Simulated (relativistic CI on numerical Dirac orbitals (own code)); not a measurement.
# P11+: q coefficients

Method of calculation: Dirac-Coulomb-Breit CI, KLI orbitals optimised for each configuration, derivatives by finite differences, unscaled Slater integrals, QED left out (own radial code, finite nucleus).

Configurations in the expansion (outside the closed core 1s2): 2s², 2s2p, 2p², 2p3s, 2p3p, 2s3s, 2s3p, 2s3d. Levels of other configurations are missing.

With x = (α/α₀)² − 1 an excitation energy changes as ω = ω₀ + qx; K = 2q/ω₀ is the relative enhancement. Terms are leading LS components, so labels can repeat.

Lowest level 2s² ¹S0.

```csv
Level,ω₀ (cm⁻¹),q (cm⁻¹)
2s2p ³P°0,186105,2380
2s2p ³P°1,189289,5446
2s2p ³P°2,196386,12720
2s2p ¹P°1,373222,10140
2p² ³P0,487118,12120
2p² ³P1,491059,16530
2p² ³P2,497139,22170
2p² ¹D2,550821,20660
2p² ¹S0,679552,20330
2s3s ³S1,2593864,8912
2s3s ¹S0,2628956,9352
2s3p ¹P°1,2681730,11080
2s3p ³P°0,2683672,9744
```

At this charge energies of transitions that change n are usually good to better than 1 %, and those within a shell (Δn = 0) to a few per cent.

Question: Which transition from the lowest level has the largest |K|?

Answer: 2s2p ³P°2 at 196386 cm⁻¹, K = 0.13.
